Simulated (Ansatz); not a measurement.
Breaking the Sn1–I3 bond in HISn (SMILES [SnH][I]) (multiplicity 1 held, fragments rigid). Energies count from the point at 2.758 Å.
Geometry at that point (charge 0, multiplicity 1):
```json
[
 {"atom": "Sn", "x (Å)": "0.4523", "y (Å)": "0.9150", "z (Å)": "0.9654"},
 {"atom": "H", "x (Å)": "0.7303", "y (Å)": "2.1769", "z (Å)": "-0.2634"},
 {"atom": "I", "x (Å)": "-0.4405", "y (Å)": "-0.9043", "z (Å)": "-0.9058"}
]
```

Restricted levels (R-, RO-) in cc, def2 and unpolarised 6-31G sets keep to the state of the molecule at rest. U- levels take the lowest unrestricted solution at each point, which mixes spins at long bonds. Active spaces are followed from a long bond inwards. Curves can end on different states.

Cores are frozen in the correlated methods. Filled d and f shells under p-block atoms count as core.

Codes used: Ansatz (Gaussian basis) for Hartree–Fock, density functionals and correlated methods. Each number belongs to the level named beside it. In def2 rows elements past Kr take small-core potentials, without spin–orbit coupling.

Energies in kcal/mol.

| R (Å) | U-wB97X-V/def2-TZVPP | U-MP2/def2-TZVPP | R-CCSD(T)/def2-TZVPP | SC-NEVPT2 on CASSCF(6,4)/def2-TZVPP | FIC-MRCISD+Q on CASSCF(6,4)/def2-TZVPP |
|---|---|---|---|---|---|
| 2.207 | 52.6 | 58.8 | 60.1 | 61.1 | 60.4 |
| 2.482 | 7.2 | 9.4 | 10.0 | 11.7 | 10.2 |
| 2.758 | 0.0 | 0.0 | 0.0 | 0.0 | 0.0 |
| 3.034 | 7.2 | 6.0 | 5.4 | 5.6 | 5.4 |
| 3.310 | 19.1 | 17.3 | 16.1 | 16.4 | 15.8 |
| 3.724 | 37.9 | 40.5 | 33.2 | 33.8 | 32.6 |
| 4.137 | 53.6 | 58.5 | 47.8 | 48.5 | 46.8 |
| 4.827 | 66.6 | 67.4 | 61.4 | 63.7 | 61.2 |
| 5.517 | 70.5 | 69.3 | 50.8 | 68.3 | 65.4 |
| 6.344 | 71.5 | 69.8 | 0.2 | 69.7 | 66.3 |
| 7.447 | 71.7 | 70.0 | -42.0 | 69.3 | 66.5 |
| 8.827 | 71.7 | 70.0 | -40.4 | 69.3 | 66.6 |

Doubts at one or more of the structures used: a spin-contaminated determinant (U-wB97X-V/def2-TZVPP, U-MP2/def2-TZVPP); a restricted determinant that unrestricted orbitals would lower (R-CCSD(T)/def2-TZVPP); T1 above 0.05 (R-CCSD(T)/def2-TZVPP); other coupled-cluster roots lie near (R-CCSD(T)/def2-TZVPP); active orbitals that take no part (SC-NEVPT2 on CASSCF(6,4)/def2-TZVPP, FIC-MRCISD+Q on CASSCF(6,4)/def2-TZVPP).

Ansatz is a first-principles code.
